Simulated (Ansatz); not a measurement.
Computed with Ansatz on PBE0-D4/def2-TZVP structures; ΔE is electronic, products minus reactants. CCSD(T)/CBS adds triple-zeta CCSD(T) − MP2 to the extrapolated MP2 energy (def2 sets, frozen cores). DFT in def2-TZVPP. For Ga, Ge outer-core shells are correlated without core-valence functions, which leaves a few kJ/mol of doubt a bond. Scalar relativity is left out up to krypton. Each species was taken in one conformer, which may not be the lowest.

`[CH3][GaH][GeH2][C]#N` → `C#[C][GeH2][GaH][NH2]`  (isomerisation)

```tsv
level	ΔE (eV)
PBE0-D4	0.80
ωB97X-V	0.85
B2PLYP	0.78
r2SCAN	0.77
PBE0	0.80
MP2/def2-TZVPP	0.78
CCSD/def2-TZVPP	0.82
MP2/CBS(def2)	0.67
```

Problem. What does CCSD(T)/CBS give? (Best estimate.)

Solution. Ansatz gave: +0.70 eV. The listed levels differ from it by 0.10, 0.15, 0.08, 0.07, 0.10, 0.08, 0.12, -0.03 eV.

Largest T1 diagnostic among the species: 0.014.

In def2-TZVPP, CCSD(T) changes the Hartree–Fock value by −0.09 eV (the triples alone add −0.01 eV) and MP2 by −0.11 eV.
